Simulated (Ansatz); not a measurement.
Stepwise reaction of `[NH2][GaH2]` with water, as a gas-phase model of exchange steps in deposition or etching. ΔE in kJ/mol; ΔG adds harmonic PBE0-D4 terms to CCSD(T)/CBS, at 1 bar.

Isolated molecules relaxed with PBE0-D4/def2-TZVP in Ansatz; ΔE leaves out vibrations. CCSD(T)/CBS is the MP2 limit (def2-TZVPP, def2-QZVPP) plus CCSD(T) − MP2 in def2-TZVPP, frozen cores. This one scheme is used for every species. Functionals use def2-TZVPP. B3LYP here is the variant with VWN-RPA as its local correlation; programs differ in this. For Ga outer-core shells are correlated without core-valence functions, which leaves a few kJ/mol of doubt a bond. Scalar relativity is left out up to krypton. One conformer a species, not always the lowest.

```json
{"step": "2", "reaction": "`[NH2][GaH][OH]` + H₂O → `[NH2][Ga]([OH])[OH]` + H₂", "PBE-D4": "-28.1", "B3LYP-D4": "-30.6", "ωB97M-V": "-28.4", "CCSD(T)/CBS": "-31.5", "ΔG(600 K)": "-25.5"}
```

Task: Give the row of step 1, `[NH2][GaH2]` + H₂O → `[NH2][GaH][OH]` + H₂. (Estimate.)

Result: Computed: 
| step | reaction | PBE-D4 | B3LYP-D4 | ωB97M-V | CCSD(T)/CBS | ΔG(600 K) |
| --- | --- | --- | --- | --- | --- | --- |
| 1 | `[NH2][GaH2]` + H₂O → `[NH2][GaH][OH]` + H₂ | -35.6 | -38.1 | -36.2 | -39.3 | -41.1 |

Task: By hand: ΔE of the 2 steps together at CCSD(T)/CBS.

Result: (-39.3) + (-31.5) = -70.8 kJ/mol, or -35.4 kJ/mol a step.

In ΔE each step is higher than the one before. All are downhill at CCSD(T)/CBS. ΔG lies between -41.1 and -25.5 kJ/mol a step. PBE-D4 differs from CCSD(T)/CBS by 3.4 to 3.7 kJ/mol a step. Isolated molecules leave out the surface, adducts and barriers. Largest T1 diagnostic: 0.014.
